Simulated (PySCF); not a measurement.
# Core-level binding energies of `C#C[C@@H]1C=CC[Si@H]1OC`

C₇H₁₀OSi.
SMILES with atom numbers: `[CH:1]#[C:2][C@@H:3]1[CH:4]=[CH:5][CH2:6][Si@H:7]1[O:8][CH3:9]`

Theory: delta-SCF UKS SCAN, pcX-2 on the ionised atom, pcseg-1 elsewhere, spin-free X2C (PySCF). Vertical ΔSCF values, vacuum level as zero.

**Question.** List the computed XPS lines with their assignment.

**Answer.** 
```csv
atom(s),bonded to,level,binding energy (eV),2p1/2 (eV),above the level's lowest (eV),count
C1,C (triple bond) and H,C 1s,289.67,–,0.00,1
C2,C (triple bond) and C,C 1s,290.36,–,+0.69,1
C3,"2 C, H and Si",C 1s,290.78,–,+1.11,1
C4,"C (double bond), C and H",C 1s,290.21,–,+0.54,1
C5,"C (double bond), C and H",C 1s,290.29,–,+0.62,1
C6,"C, 2 H and Si",C 1s,290.17,–,+0.50,1
Si7,"O, 2 C and H",Si 2p3/2,106.89,107.52,0.00,1
Si7,"O, 2 C and H",Si 1s,1846.76,–,0.00,1
O8,C and Si,O 1s,537.94,–,0.00,1
C9,O and 3 H,C 1s,292.44,–,+2.77,1
```

Lowest listed C 1s: C1, bonded to C (triple bond) and H. Highest, 2.77 eV above it: C9, bonded to O and 3 H. The widest gap between neighbouring values is 1.66 eV, between 290.78 and 292.44 eV. The values 290.17 and 290.21 eV lie too close for their order to be trusted.

**Question.** Give the binding energy of C 1s of C2 in hartree and in kJ/mol.

**Answer.** 290.36 eV = 10.6705 Eh = 28015 kJ/mol.

**Question.** Which photon energy gives electrons from C 1s of C2 a kinetic energy of 200 eV, and what is their de Broglie wavelength?

**Answer.** hν = 290.36 + 200 = 490.36 eV, recoil neglected; λ = 12.264 Å/√(E/eV) = 0.87 Å.

The unrestricted hole states depart most from a pure doublet (⟨S²⟩ = 0.75; over 0.85 named) for C 1s of C2 (0.87), which makes this value less certain. Spin–orbit coupling isn't in the SCF: each 2p doublet comes from a relaxed spin-free hole plus a matrix of the shell (mean-field spin–orbit coupling and the ground-state 2p splitting), with 2p3/2 averaged over its two sublevels. 2p1/2 minus 2p3/2 (ligand field included): Si 0.62 eV. Geometry: PBE0-D3(BJ)/def2-SVP, one conformer, isolated molecule.
